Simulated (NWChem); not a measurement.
System: AlHCl$_{2}$; SMILES [Cl][AlH][Cl]

Input file for NWChem:

```
start job
memory heap 200 mb stack 900 mb global 1100 mb
geometry units angstroms noautosym nocenter noautoz
  Al     0.000000     0.000000    -0.692821
  H      0.000000     0.000000    -2.270700
  Cl    -1.805929     0.000000     0.389456
  Cl     1.805929     0.000000     0.389456
end
basis spherical
  * library def2-svp
end
dft
  xc xcamb88 1.00 lyp 0.81 vwn_5 0.19 hfexch 1.00
  cam 0.33 cam_alpha 0.19 cam_beta 0.46
  iterations 150
end
property
  efieldgrad
end
task dft property
```

Output (shortened):

```
             Northwest Computational Chemistry Package (NWChem) 7.3.0
             --------------------------------------------------------

                             Geometry "geometry" -> ""
                             -------------------------

 Output coordinates in angstroms (scale by  1.889725989 to convert to a.u.)

  No.       Tag          Charge          X              Y              Z
 ---- ---------------- ---------- -------------- -------------- --------------
    1 Al                  13.0000     0.00000000     0.00000000    -0.69282100
    2 H                    1.0000     0.00000000     0.00000000    -2.27070000
    3 Cl                  17.0000    -1.80592900     0.00000000     0.38945600
    4 Cl                  17.0000     1.80592900     0.00000000     0.38945600

 Effective nuclear repulsion energy (a.u.)     163.3910130782

                              NWChem Property Module
                              ----------------------

  itol2e modified to match energy
  convergence criterion.

                                 NWChem DFT Module
                                 -----------------

 Summary of "ao basis" -> "ao basis" (spherical)
 ------------------------------------------------------------------------------
       Tag                 Description            Shells   Functions and Types
 ---------------- ------------------------------  ------  ---------------------
 Al                         def2-svp                 8       18   4s3p1d
 H                          def2-svp                 3        5   2s1p
 Cl                         def2-svp                 8       18   4s3p1d

  itol2e modified to match energy
  convergence criterion.

            General Information
            -------------------
          SCF calculation type: DFT
          Wavefunction type:  closed shell.
          No. of atoms     :     4
          No. of electrons :    48
           Alpha electrons :    24
            Beta electrons :    24
          Charge           :     0
          Spin multiplicity:     1
          Use of symmetry is: off; symmetry adaption is: off
          Maximum number of iterations: 150
          AO basis - number of functions:    59
                     number of shells:    27
          Convergence on energy requested:  1.00D-07
          Convergence on density requested:  1.00D-05
          Convergence on gradient requested:  5.00D-04

              XC Information
              --------------
                     Hartree-Fock (Exact) Exchange  1.000
                   CAM-Becke88 Exchange Functional  1.000
                      VWN V Correlation Functional  0.190 local
              Lee-Yang-Parr Correlation Functional  0.810

           Range-Separation Parameters
           ---------------------------
           Alpha           :  0.19
           Beta            :  0.46
           Gamma           :  0.33
           Short-Range HF  :     F

             Grid Information
             ----------------
          Grid used for XC integration:  fine
          Radial quadrature: Mura-Knowles
          Angular quadrature: Lebedev.
          Tag              B.-S. Rad. Rad. Pts. Rad. Cut. Ang. Pts.
          ---              ---------- --------- --------- ---------
          Al                  1.25      123           8.0       770
          H                   0.35       60           9.0       590
          Cl                  1.00      123          10.0       770
          Grid pruning is: on
          Number of quadrature shells:   429
          Spatial weights used:  Erf1

      Superposition of Atomic Density Guess
      -------------------------------------

 Sum of atomic energies:       -1160.93773462

      Non-variational initial energy
      ------------------------------

 Total energy =   -1161.324409
 1-e energy   =   -1932.623378
 2-e energy   =     607.907956
 HOMO         =      -0.402994
 LUMO         =       0.024333

   convergence    iter        energy       DeltaE   RMS-Dens  Diis-err
 ---------------- ----- ----------------- --------- --------- ---------
 d= 0,ls=0.0,diis     1  -1163.1814316053 -1.33D+03  1.35D-02  3.55D-01
 d= 0,ls=0.0,diis     2  -1163.2075158706 -2.61D-02  6.38D-03  1.11D-01
 d= 0,ls=0.0,diis     3  -1163.2231026698 -1.56D-02  1.28D-03  7.12D-03
 d= 0,ls=0.0,diis     4  -1163.2241458066 -1.04D-03  1.25D-04  4.00D-05
 d= 0,ls=0.0,diis     5  -1163.2241530154 -7.21D-06  4.72D-05  3.61D-06
 d= 0,ls=0.0,diis     6  -1163.2241538877 -8.72D-07  8.39D-06  6.39D-08
 d= 0,ls=0.0,diis     7  -1163.2241539095 -2.17D-08  1.31D-06  1.96D-09

         Total DFT energy =    -1163.224153909462
      One electron energy =    -1934.022190582748
           Coulomb energy =      683.021394423097
    Exchange-Corr. energy =      -75.614370828035
 Nuclear repulsion energy =      163.391013078224

 Numeric. integr. density =       48.000000304768

                       DFT Final Molecular Orbital Analysis
                       ------------------------------------

 Vector   22  Occ=2.000000D+00  E=-3.923807D-01
              MO Center=  1.1D-07,  6.0D-11,  3.6D-01, r^2= 4.3D+00
   Bfn.  Coefficient  Atom+Function         Bfn.  Coefficient  Atom+Function
  ----- ------------  ---------------      ----- ------------  ---------------
    35      0.460935  3 Cl py                53     -0.460935  4 Cl py
    32      0.334692  3 Cl py                50     -0.334692  4 Cl py
    29      0.195918  3 Cl py                47     -0.195918  4 Cl py
    14     -0.066811  1 Al d -2

 Vector   23  Occ=2.000000D+00  E=-3.859988D-01
              MO Center= -7.5D-07,  5.4D-10, -3.9D-01, r^2= 4.5D+00
   Bfn.  Coefficient  Atom+Function         Bfn.  Coefficient  Atom+Function
  ----- ------------  ---------------      ----- ------------  ---------------
    36      0.373198  3 Cl pz                54      0.373198  4 Cl pz
    33      0.283090  3 Cl pz                51      0.283090  4 Cl pz
    20      0.270355  2 H  s                 19      0.261046  2 H  s
    30      0.164191  3 Cl pz                48      0.164191  4 Cl pz
    10     -0.129093  1 Al pz                 3      0.080929  1 Al s

 Vector   24  Occ=2.000000D+00  E=-3.845572D-01
              MO Center=  7.9D-07, -4.7D-10,  3.3D-01, r^2= 4.4D+00
   Bfn.  Coefficient  Atom+Function         Bfn.  Coefficient  Atom+Function
  ----- ------------  ---------------      ----- ------------  ---------------
    36      0.334699  3 Cl pz                54     -0.334700  4 Cl pz
    34      0.309767  3 Cl px                52      0.309767  4 Cl px
    33      0.250639  3 Cl pz                51     -0.250639  4 Cl pz
    31      0.232712  3 Cl px                49      0.232712  4 Cl px
    30      0.145379  3 Cl pz                48     -0.145379  4 Cl pz

 Vector   25  Occ=0.000000D+00  E=-1.390198D-02
              MO Center= -8.2D-11, -1.8D-09, -6.8D-01, r^2= 4.0D+00
   Bfn.  Coefficient  Atom+Function         Bfn.  Coefficient  Atom+Function
  ----- ------------  ---------------      ----- ------------  ---------------
    12      0.786727  1 Al py                 9      0.361747  1 Al py
    35     -0.280921  3 Cl py                53     -0.280921  4 Cl py
     6     -0.190938  1 Al py                32     -0.139955  3 Cl py
    50     -0.139955  4 Cl py                29     -0.081730  3 Cl py
    47     -0.081730  4 Cl py                37      0.033440  3 Cl d -2

 Vector   26  Occ=0.000000D+00  E= 2.263781D-02
              MO Center= -7.8D-10,  1.5D-09, -4.9D-01, r^2= 4.4D+00
   Bfn.  Coefficient  Atom+Function         Bfn.  Coefficient  Atom+Function
  ----- ------------  ---------------      ----- ------------  ---------------
     4      1.294678  1 Al s                 20     -0.674608  2 H  s
    27     -0.377955  3 Cl s                 45     -0.377955  4 Cl s
     3      0.354695  1 Al s                 34     -0.319576  3 Cl px
    52      0.319576  4 Cl px                 2      0.249518  1 Al s
    19     -0.196382  2 H  s                 26     -0.168918  3 Cl s

 Vector   27  Occ=0.000000D+00  E= 8.228574D-02
              MO Center=  8.9D-10, -8.8D-11, -1.2D+00, r^2= 4.9D+00
   Bfn.  Coefficient  Atom+Function         Bfn.  Coefficient  Atom+Function
  ----- ------------  ---------------      ----- ------------  ---------------
    11      1.393688  1 Al px                27      0.598298  3 Cl s
    45     -0.598298  4 Cl s                 36     -0.304254  3 Cl pz
    54      0.304254  4 Cl pz                 8      0.163044  1 Al px
    34      0.138090  3 Cl px                52      0.138090  4 Cl px
    33     -0.111222  3 Cl pz                51      0.111222  4 Cl pz

     Multipole analysis of the density
     ---------------------------------

     L   x y z        total         alpha         beta         nuclear
     -   - - -        -----         -----         ----         -------
     0   0 0 0     -0.000000    -24.000000    -24.000000     48.000000

     1   1 0 0      0.000000      0.000000      0.000000      0.000000
     1   0 1 0     -0.000000     -0.000000     -0.000000      0.000000
     1   0 0 1     -0.437574     -2.074621     -2.074621      3.711669

     2   2 0 0    -31.636699   -213.810484   -213.810484    395.984268
     2   1 1 0     -0.000000     -0.000000     -0.000000      0.000000
     2   1 0 1      0.000000      0.000000      0.000000      0.000000
     2   0 2 0    -25.738100    -12.869050    -12.869050      0.000000
     2   0 1 1     -0.000000     -0.000000     -0.000000      0.000000
     2   0 0 2    -29.209779    -44.160935    -44.160935     59.112091

          -----------------------
          Electric field gradient
          -----------------------

 1 a.u. = 0.324123 10**(16) esu/cm**3  ( or statvolts/cm**2 ) = 0.97174 10**(22) v/m**2

 ------------------------------------------------------------
   Atom      X         Y         Z
 ------------------------------------------------------------
    1 Al   0.00000   0.00000  -1.30924
 ------------------------------------------------------------

 Electric field gradient in molecular frame (a.u.)
         XX             YY             ZZ             XY             XZ             YZ
 ------------------------------------------------------------------------------------------
        0.206075      -0.870327       0.664253       0.000000       0.000000       0.000000

 Principal components (a.u.) and orientation
 of principal axis w.r.t. absolute frame                      Asymmetry parameter eta
 --------------------------------------------------------------------------------------
       -0.870327       0.664253       0.206075                       0.526443

       -0.000000       0.000000       1.000000
        1.000000       0.000000       0.000000
       -0.000000       1.000000      -0.000000

 ------------------------------------------------------------
   Atom      X         Y         Z
 ------------------------------------------------------------
    2 H    0.00000   0.00000  -4.29100
 ------------------------------------------------------------

 Electric field gradient in molecular frame (a.u.)
         XX             YY             ZZ             XY             XZ             YZ
 ------------------------------------------------------------------------------------------
        0.058768       0.054109      -0.112877       0.000000       0.000000      -0.000000

 Principal components (a.u.) and orientation
 of principal axis w.r.t. absolute frame                      Asymmetry parameter eta
 --------------------------------------------------------------------------------------
       -0.112877       0.058768       0.054109                       0.041270

        0.000000       1.000000       0.000000
       -0.000000       0.000000       1.000000
        1.000000       0.000000      -0.000000

 ------------------------------------------------------------
   Atom      X         Y         Z
 ------------------------------------------------------------
    3 Cl  -3.41271   0.00000   0.73597
 ------------------------------------------------------------

 Electric field gradient in molecular frame (a.u.)
         XX             YY             ZZ             XY             XZ             YZ
 ------------------------------------------------------------------------------------------
       -0.771251       0.431049       0.340202       0.000000       0.936000       0.000000

 Principal components (a.u.) and orientation
 of principal axis w.r.t. absolute frame                      Asymmetry parameter eta
 --------------------------------------------------------------------------------------
       -1.304069       0.873019       0.431049                       0.338916

        0.869058       0.494711      -0.000000
       -0.000000       0.000000       1.000000
       -0.494711       0.869058      -0.000000

 ------------------------------------------------------------
   Atom      X         Y         Z
 ------------------------------------------------------------
    4 Cl   3.41271   0.00000   0.73597
 ------------------------------------------------------------

 Electric field gradient in molecular frame (a.u.)
         XX             YY             ZZ             XY             XZ             YZ
 ------------------------------------------------------------------------------------------
       -0.771251       0.431049       0.340202       0.000000      -0.936000       0.000000

 Principal components (a.u.) and orientation
 of principal axis w.r.t. absolute frame                      Asymmetry parameter eta
 --------------------------------------------------------------------------------------
       -1.304069       0.873019       0.431049                       0.338916

        0.869058      -0.494711       0.000000
       -0.000000       0.000000       1.000000
        0.494711       0.869058      -0.000000
```

Level: CAM-B3LYP/def2-SVP. All runs use the structure optimised with PBE-D3(BJ)/def2-SVP. NWChem prints the field gradient with the sign opposite to the second derivative of the potential.
